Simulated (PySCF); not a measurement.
AsGa, triplet (typed; the unrestricted solution is spin-contaminated), at a GFN2-xTB geometry (such geometries of metal compounds can be far from the true shape), with bond 1-2 at 1.8 times its length.

PySCF was given this input:
```python
from pyscf import gto, scf, dft

mol = gto.M(
    atom='''
Ga    0.000000    0.000000   -3.098929
As    0.000000    0.000000    1.140936
''',
    basis='cc-pvdz',
    charge=0,
    spin=2,
    verbose=4,
)

mf = dft.UKS(mol)
mf.xc = 'b3lyp'
mf.kernel()
mo_i, mo_e, stable_i, stable_e = mf.stability(internal=True, external=False, return_status=True, nroots=6, tol=1e-6)
print('internally stable:', stable_i, ' externally stable:', stable_e)
if not stable_i:
    umf = mf.copy()
    umf.scf_summary = {}
    umf.kernel(umf.make_rdm1(mo_i, mf.mo_occ))
mf.analyze()
```

### Question
Estimate the dipole moment that B3LYP/cc-pVDZ run with PySCF returns for this input.

### Answer
3.83 D

### Question
What is the computed number of basis functions (B3LYP/cc-pVDZ)?

### Answer
54

### Question
Give the nuclear repulsion energy at the level B3LYP/cc-pVDZ.

### Answer
127.6805 Eh

### Question
What HOMO energy does B3LYP/cc-pVDZ give?

### Answer
-4.10 eV

These values belong to the state on which the SCF converged, which isn't shown to be the lowest.
